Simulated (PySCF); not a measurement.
## How methods differ on the ionisation energy of Pr

Pr [Xe] 4f3 6s2 (high-spin determinant) → Pr⁺ [Xe] 4f3 6s1 (high-spin determinant), as a difference of total energies. All numbers are calculated (PySCF 2.14, scalar relativity by spin-free X2C-1e, in ANO-RCC-VTZP). Correlated levels: valence: [Kr] 4d10 frozen. The calculations carry no spin-orbit coupling.

```
           method  ionisation energy (eV)
              UHF                   4.447
    MP2 (valence)                   5.324
SCS-MP2 (valence)                   5.375
   CCSD (valence)                   5.305
CCSD(T) (valence)                   5.411
```

**Question.** How much does correlation contribute at CCSD(T) (valence)?

**Answer.** 5.411 − (4.447) = 0.964 eV, measured against UHF.

Errors of the correlated levels include the incompleteness of this basis and the frozen core.

The determinant of Pr and of Pr⁺ mixes LS terms, which raises its energy above the lowest term, most at the Hartree-Fock and MP2 levels.

For comparison: 5.470 eV (semi-empirical (NIST evaluation); NIST Atomic Spectra Database, ionization energies).
